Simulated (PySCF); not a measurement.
Compound: 1-isocyanato-1-silacyclopent-3-ene, C5H7NOSi.
InChI=1S/C5H7NOSi/c7-5-6-8-3-1-2-4-8/h1-2,8H,3-4H2

The closed-shell ground state was solved at several levels (PySCF, density fitting, gas phase, non-relativistic). Geometry: PBE0-D3(BJ)/def2-TZVP, one conformer, isolated molecule.

```json
{"level": "KT3/pcSseg-2", "basis functions": "393", "total energy (Eh)": "-621.7062", "HOMO (eV)": "-6.30", "LUMO (eV)": "-0.80", "gap (eV)": "5.50", "dipole (D)": "2.56"}
{"level": "PBE0/pcSseg-2", "basis functions": "393", "total energy (Eh)": "-613.8980", "HOMO (eV)": "-7.39", "LUMO (eV)": "0.18", "gap (eV)": "7.57", "dipole (D)": "2.64"}
{"level": "wB97X-D/pcSseg-2", "basis functions": "393", "total energy (Eh)": "-614.2793", "HOMO (eV)": "-9.20", "LUMO (eV)": "2.01", "gap (eV)": "11.21", "dipole (D)": "2.61"}
```

Task: Estimate the row for B97-2/pcSseg-2, a basis of 393 functions; the other rows only guide the guess.

Result: Total energy -614.2899 Eh, HOMO -7.13 eV, LUMO 0.14 eV, gap 7.27 eV, dipole 2.63 D.

Task: Over all these levels, which gives the widest orbital gap and which the narrowest?

Result: wB97X-D/pcSseg-2 (range-separated hybrid) has the widest, 11.21 eV, and KT3/pcSseg-2 (GGA) the narrowest, 5.50 eV. From the narrowest to the widest the HOMO moves by -2.90 eV and the LUMO by +2.81 eV.

Task: In the pcSseg-2 basis, how does the gap go with the fixed share of exact exchange?

Result: KT3 (0 %) 5.50 eV; B97-2 (21 %) 7.27 eV; PBE0 (25 %) 7.57 eV. Each rise in the share widens the gap here.

Task: How far do the dipole and the HOMO energy spread over the levels?

Result: The dipole runs from 2.56 to 2.64 D (mean 2.61 D) and the HOMO from -9.20 to -6.30 eV.

wB97X-D is run here without its empirical dispersion term; that term would change no orbital, density or response property at a fixed geometry.
